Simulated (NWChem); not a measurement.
All runs are NWChem calculations. System: propylene glycol (C3H8O2), charge 0, spin multiplicity 1, at a geometry optimised with PBE0/def2-SVP. Level: MP2/def2-SVP, 5 core orbitals frozen.

The NWChem input:

```
start mol
memory heap 200 mb stack 900 mb global 1100 mb
geometry units angstroms nocenter noautoz noautosym
  C      1.824544     0.147469     0.384157
  C      0.436796     0.283615    -0.206611
  O     -0.307009     1.323190     0.409287
  C     -0.384912    -0.997677    -0.144084
  O     -1.672502    -0.780582    -0.630862
  H      2.358062     1.107753     0.338349
  H      1.774731    -0.168176     1.440629
  H      2.417438    -0.604190    -0.158784
  H      0.508521     0.584129    -1.265681
  H     -0.264916     1.186780     1.364084
  H      0.089897    -1.790510    -0.745856
  H     -0.392980    -1.358398     0.910841
  H     -1.913237     0.101300    -0.311743
end
basis spherical
  * library def2-svp
end
scf
  rhf
  nopen 0
  maxiter 100
  thresh 1e-7
  semidirect memsize 60000000 filesize 0
end
mp2
  freeze core 5
end
task mp2 energy
```

Output (cleaned and shortened):

```
             Northwest Computational Chemistry Package (NWChem) 7.3.0
             --------------------------------------------------------

                                NWChem Input Module
                                -------------------

 Scaling coordinates for geometry "geometry" by  1.889725989
 (inverse scale =  0.529177249)

                             Geometry "geometry" -> ""
                             -------------------------

 Output coordinates in angstroms (scale by  1.889725989 to convert to a.u.)

  No.       Tag          Charge          X              Y              Z
 ---- ---------------- ---------- -------------- -------------- --------------
    1 C                    6.0000     1.82454400     0.14746900     0.38415700
    2 C                    6.0000     0.43679600     0.28361500    -0.20661100
    3 O                    8.0000    -0.30700900     1.32319000     0.40928700
    4 C                    6.0000    -0.38491200    -0.99767700    -0.14408400
    5 O                    8.0000    -1.67250200    -0.78058200    -0.63086200
    6 H                    1.0000     2.35806200     1.10775300     0.33834900
    7 H                    1.0000     1.77473100    -0.16817600     1.44062900
    8 H                    1.0000     2.41743800    -0.60419000    -0.15878400
    9 H                    1.0000     0.50852100     0.58412900    -1.26568100
   10 H                    1.0000    -0.26491600     1.18678000     1.36408400
   11 H                    1.0000     0.08989700    -1.79051000    -0.74585600
   12 H                    1.0000    -0.39298000    -1.35839800     0.91084100
   13 H                    1.0000    -1.91323700     0.10130000    -0.31174300

 Effective nuclear repulsion energy (a.u.)     196.0748157075

            Nuclear Dipole moment (a.u.)
            ----------------------------
        X                 Y               Z
 ---------------- ---------------- ----------------
    -0.0000075589    -0.0000113384     0.0000207870


 Summary of "ao basis" -> "" (spherical)
 ------------------------------------------------------------------------------
       Tag                 Description            Shells   Functions and Types
 ---------------- ------------------------------  ------  ---------------------
 *                          def2-svp                  on all atoms

 Summary of "ao basis" -> "ao basis" (spherical)
 ------------------------------------------------------------------------------
       Tag                 Description            Shells   Functions and Types
 ---------------- ------------------------------  ------  ---------------------
 C                          def2-svp                 6       14   3s2p1d
 O                          def2-svp                 6       14   3s2p1d
 H                          def2-svp                 3        5   2s1p

                                 NWChem SCF Module
                                 -----------------

  ao basis        = "ao basis"
  functions       =   110
  atoms           =    13
  closed shells   =    21
  open shells     =     0
  charge          =   0.00
  wavefunction    = RHF
  use symmetry    = F
  symmetry adapt  = F

 Summary of "ao basis" -> "ao basis" (spherical)
 ------------------------------------------------------------------------------
       Tag                 Description            Shells   Functions and Types
 ---------------- ------------------------------  ------  ---------------------
 C                          def2-svp                 6       14   3s2p1d
 O                          def2-svp                 6       14   3s2p1d
 H                          def2-svp                 3        5   2s1p

 Forming initial guess at       0.0s

      Superposition of Atomic Density Guess
      -------------------------------------

 Sum of atomic energies:        -266.25097139

      Non-variational initial energy
      ------------------------------

 Total energy =    -269.150272
 1-e energy   =    -750.196847
 2-e energy   =     284.971759
 HOMO         =      -0.335019
 LUMO         =       0.090890

 Starting SCF solution at       1.2s

 ----------------------------------------------
         Quadratically convergent ROHF

 Convergence threshold     :          1.000E-07
 Maximum no. of iterations :          100
 Final Fock-matrix accuracy:          1.000E-09
 ----------------------------------------------

              iter       energy          gnorm     gmax       time
             ----- ------------------- --------- --------- --------
                 1     -267.6840248904  1.18D+00  1.54D-01      1.3
                 2     -267.7604979919  3.87D-01  5.09D-02      1.6
                 3     -267.7719670366  1.75D-02  2.28D-03      2.1
                 4     -267.7720008784  1.31D-04  1.66D-05      2.8
                 5     -267.7720008804  5.61D-09  6.50D-10      3.9

       Final RHF  results
       ------------------

         Total SCF energy =   -267.772000880355
      One-electron energy =   -754.444996748097
      Two-electron energy =    290.598180160263
 Nuclear repulsion energy =    196.074815707479

        Time for solution =      2.8s

             Final eigenvalues
             -----------------

              1
    1  -20.5647
    2  -20.5391
    3  -11.2863
    4  -11.2771
    5  -11.2391
    6   -1.3711
    7   -1.3316
    8   -1.0347
    9   -0.9167
   10   -0.8254
   11   -0.7089
   12   -0.6658
   13   -0.6530
   14   -0.6197
   15   -0.5911
   16   -0.5647
   17   -0.5409
   18   -0.5130
   19   -0.4906
   20   -0.4637
   21   -0.4272
   22    0.1610
   23    0.1992
   24    0.2168
   25    0.2292
   26    0.2498
   27    0.2659
   28    0.2691
   29    0.2949
   30    0.3740
   31    0.3907

                       ROHF Final Molecular Orbital Analysis
                       -------------------------------------

 Vector   19  Occ=2.000000D+00  E=-4.905619D-01
              MO Center=  4.0D-01,  4.2D-01,  3.4D-02, r^2= 2.9D+00
   Bfn.  Coefficient  Atom+Function         Bfn.  Coefficient  Atom+Function
  ----- ------------  ---------------      ----- ------------  ---------------
    32      0.272680   3 O  px               86      0.240069   9 H  s
    35      0.223746   3 O  px               20     -0.216893   2 C  pz
     4      0.180585   1 C  px               19      0.179222   2 C  py
    76      0.157349   7 H  s                34      0.153867   3 O  pz
     6      0.151772   1 C  pz

 Vector   20  Occ=2.000000D+00  E=-4.637394D-01
              MO Center= -4.0D-01, -2.5D-01, -9.7D-02, r^2= 3.1D+00
   Bfn.  Coefficient  Atom+Function         Bfn.  Coefficient  Atom+Function
  ----- ------------  ---------------      ----- ------------  ---------------
    62      0.320179   5 O  pz               65      0.251678   5 O  pz
    32     -0.243736   3 O  px               96      0.226790  11 H  s
    33     -0.222730   3 O  py               48     -0.203081   4 C  pz
    35     -0.201375   3 O  px               36     -0.200875   3 O  py
    47     -0.195081   4 C  py              101     -0.178728  12 H  s

 Vector   21  Occ=2.000000D+00  E=-4.272398D-01
              MO Center= -6.6D-01, -4.1D-01, -1.7D-01, r^2= 2.7D+00
   Bfn.  Coefficient  Atom+Function         Bfn.  Coefficient  Atom+Function
  ----- ------------  ---------------      ----- ------------  ---------------
    62      0.322403   5 O  pz               65      0.267706   5 O  pz
   101     -0.230083  12 H  s                60     -0.204382   5 O  px
    19     -0.202366   2 C  py               47      0.196762   4 C  py
    61     -0.192453   5 O  py               63     -0.181406   5 O  px
    18     -0.170421   2 C  px               64     -0.159874   5 O  py

 Vector   22  Occ=0.000000D+00  E= 1.609537D-01
              MO Center=  8.4D-01, -3.5D-02,  9.2D-01, r^2= 6.3D+00
   Bfn.  Coefficient  Atom+Function         Bfn.  Coefficient  Atom+Function
  ----- ------------  ---------------      ----- ------------  ---------------
     3      1.829476   1 C  s                45      0.974662   4 C  s
    77     -0.909000   7 H  s                82     -0.824540   8 H  s
    92     -0.746686  10 H  s               102     -0.665519  12 H  s
    72     -0.657673   6 H  s                97     -0.595842  11 H  s
    31      0.365807   3 O  s                17      0.332742   2 C  s

 Vector   23  Occ=0.000000D+00  E= 1.991719D-01
              MO Center=  6.9D-01,  2.2D-01, -2.6D-02, r^2= 7.2D+00
   Bfn.  Coefficient  Atom+Function         Bfn.  Coefficient  Atom+Function
  ----- ------------  ---------------      ----- ------------  ---------------
     3      1.203818   1 C  s                87     -1.091518   9 H  s
    82     -0.946644   8 H  s                92      0.863484  10 H  s
    72     -0.732811   6 H  s                97     -0.675449  11 H  s
    17      0.622629   2 C  s                31     -0.522507   3 O  s
   102      0.470882  12 H  s                23     -0.456647   2 C  pz

 Vector   24  Occ=0.000000D+00  E= 2.167881D-01
              MO Center=  3.6D-01,  1.2D-01,  2.7D-01, r^2= 7.2D+00
   Bfn.  Coefficient  Atom+Function         Bfn.  Coefficient  Atom+Function
  ----- ------------  ---------------      ----- ------------  ---------------
     3      1.722834   1 C  s                77     -1.351114   7 H  s
    17     -1.211689   2 C  s                87      1.131004   9 H  s
   107      0.640019  13 H  s                72     -0.625344   6 H  s
    59     -0.533533   5 O  s                97      0.467717  11 H  s
    92      0.448823  10 H  s                 9      0.427795   1 C  pz

 center of mass
 --------------
 x =  -0.11260046 y =   0.02313747 z =  -0.03872236

 moments of inertia (a.u.)
 ------------------
         279.147674067178         -88.512026154703         -88.995259354458
         -88.512026154703         455.700580221283         -69.433318050162
         -88.995259354458         -69.433318050162         600.844359144865

  Mulliken analysis of the total density
  --------------------------------------

    Atom       Charge   Shell Charges
 -----------   ------   -------------------------------------------------------
    1 C    6     6.04   1.99  0.86  0.21  2.05  0.90  0.04
    2 C    6     5.91   1.99  0.89  0.23  1.99  0.73  0.08
    3 O    8     8.47   1.99  1.05  0.73  2.84  1.85  0.01
    4 C    6     5.70   1.99  0.88  0.13  1.99  0.64  0.08
    5 O    8     8.45   1.99  1.05  0.70  2.85  1.84  0.02
    6 H    1     0.94   0.75  0.17  0.03
    7 H    1     0.98   0.76  0.20  0.03
    8 H    1     0.96   0.75  0.18  0.03
    9 H    1     0.96   0.77  0.17  0.02
   10 H    1     0.81   0.68  0.06  0.07
   11 H    1     0.98   0.77  0.18  0.02
   12 H    1     1.01   0.77  0.21  0.02
   13 H    1     0.80   0.67  0.06  0.07

       Multipole analysis of the density wrt the origin
       ------------------------------------------------

     L   x y z        total         open         nuclear
     -   - - -        -----         ----         -------
     0   0 0 0     -0.000000      0.000000     42.000000

     1   1 0 0      0.843441      0.000000     -0.000008
     1   0 1 0      0.016430      0.000000     -0.000011
     1   0 0 1      0.701709      0.000000      0.000021

     2   2 0 0    -25.020676      0.000000    227.996352
     2   1 1 0     -2.121418      0.000000     45.962873
     2   1 0 1     -1.984958      0.000000     48.458019
     2   0 2 0    -26.097143      0.000000    121.051638
     2   0 1 1      0.071203      0.000000     36.772878
     2   0 0 2    -21.954916      0.000000     46.249087

                   NWChem MP2 Semi-direct Energy/Gradient Module
                   ---------------------------------------------

  Basis functions       =    110
  Molecular orbitals    =    110
  Frozen core           =      5
  Frozen virtuals       =      0
  Active alpha occupied =     16
  Active beta occupied  =     16
  Active alpha virtual  =     89
  Active beta virtual   =     89
  Use MO symmetry       = F
  Use skeleton AO sym   = F

  AO/Fock/Back tols     =   1.0D-09  1.0D-09  1.0D-09

 GA uses MA = F    GA memory limited = T

 Available:
  local mem=  1.26D+08
 global mem=  1.44D+08
 local disk=  0.00D+00
  mp2_memr nvloc                    89
  nvloc new                    89
   1 passes of  16:        3145728                      60996                  28779868.
   1 passes of  16: M    126140430           G      144155000           F     122994702.

 Semi-direct pass number   1 of   1  for RHF alpha+beta  at        4.0s
  vrange nnbf                  5940
  mp2_eaftype                   109  avail_ma_in_mb                  1099
 EAF : mp2_eaftype filesize         109   14389934.
  mp2_eaf for mointskh                    109
Node 0 wrote     67.7 Mb in      0.1 s     Agg I/O rate:   629.7 Mb/s
 Done moints_semi at        6.9s
  mp2_eaftype                   109  avail_ma_in_mb                   990
 EAF : mp2_eaftype filesize         109   14389934.
  mp2_eaf for kh                   109
 Done maket at        7.2s
 Done multipass loop at        7.2s

          -------------------------------------------
          SCF energy                -267.772000880355
          Correlation energy          -0.804305988230
          Singlet pairs               -0.508864174544
          Triplet pairs               -0.295441813687
          Total MP2 energy          -268.576306868586
          -------------------------------------------

          ---------------------------------------------------
                    Spin Component Scaled (SCS) MP2
          Same spin pairs                     -0.196961209124
          Same spin scaling factor             0.333333333333
          Opposite spin pairs                 -0.607344779106
          Opposite spin scaling fact.          1.200000000000
          SCS-MP2 correlation energy          -0.794467471302
          Total SCS-MP2 energy              -268.566468351657
          ---------------------------------------------------

 -----------------------
 Performance information
 -----------------------

 Timer overhead =  1.19D-07 seconds/call

               Nr. of calls         CPU time (s)                 Wall time (s)                GFlops
             ---------------    -------------------     ------------------------------   -------------------
Name         Min   Avg   Max    Min     Avg     Max     Min     Avg     Max   Mx/calls   Min     Max     Sum
mp2: moin     1     1     1    3.0     3.0     3.0      3.0     3.0     3.0     3.0      0.0     0.0     0.0
mp2: make     1     1     1   0.25    0.25    0.25     0.25    0.25    0.25    0.25      0.0     0.0     0.0
mp2: tota     1     1     1    3.2     3.2     3.2      3.2     3.2     3.2     3.2      0.0     0.0     0.0

 The average no. of pstat calls per process was 3.00D+00
 with a timing overhead of 3.57D-07s

 Task  times  cpu:        7.2s     wall:        7.2s

 Total times  cpu:        7.2s     wall:        7.2s
```
